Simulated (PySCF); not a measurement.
## Structure elucidation problem

Molecular formula: C7H11FO. Simulated spectra:

1H NMR (600 MHz, computed): δ 2.57 (m, 1H), 2.18 (m, 2H), 1.68 (m, 1H), 1.53 (m, 2H), 1.48 (m, 2H), 1.39 (m, 2H), 1.24 (m, 1H).

13C{1H} NMR (computed): δ 160.8 (C), 41.5 (CH), 31.1 (CH2), 30.5 (CH2), 27.2 (CH2).

Theory: PBE0-D3(BJ)/def2-SVP geometry, KT3/pcSseg-1 with gauge-including orbitals, in PySCF 2.14 (non-relativistic Hamiltonian, no solvent model, one averaged value for each set of equivalent atoms, one conformer).

References, each an isolated molecule treated in the same way: 1H (σref 31.32) and 13C (σref 182.31) vs TMS.

**Question.** What is the structure?

**Answer.** 
- Rings plus π bonds: 2 (1 ring in the answer).
- 5 carbon signals for 7 carbons: some carbons are equivalent by symmetry or fast rotation.
- Carbon types of the structure: 1 × C, 1 × CH, 5 × CH2, which accounts for all hydrogens.
- δC 160.8: carbonyl carbon.
- δC 41.5: sp3 CH α to a carbonyl; the adjacent C=O deshields it moderately.
- δC 31.1, 30.5, 27.2: sp3 CH2 in a ring; a saturated carbon with 2 carbon neighbours and no heteroatom attached.
- δH 2.57: hydrogen on an sp3 CH α to a carbonyl; α to C=O.
- δH 2.18, 1.68, 1.53, 1.48, 1.39, 1.24: hydrogen on an sp3 CH2 in a ring.

Structure: `InChI=1S/C7H11FO/c8-7(9)6-4-2-1-3-5-6/h6H,1-5H2`.

The shifts were computed for this structure.

Splittings by 19F in the carbon and heteronuclear signals aren't shown, as no couplings were computed. Shifts are as computed, not scaled to solution data. Of 1211 compounds with measured shifts, 218 miss one by over three times the rms of a fit or turn the order of signals round; such compounds aren't used in these exercises. Multiplicities follow the n + 1 count of equivalent neighbours, as no J values were calculated; m marks all less simple cases, F and P coupling included.
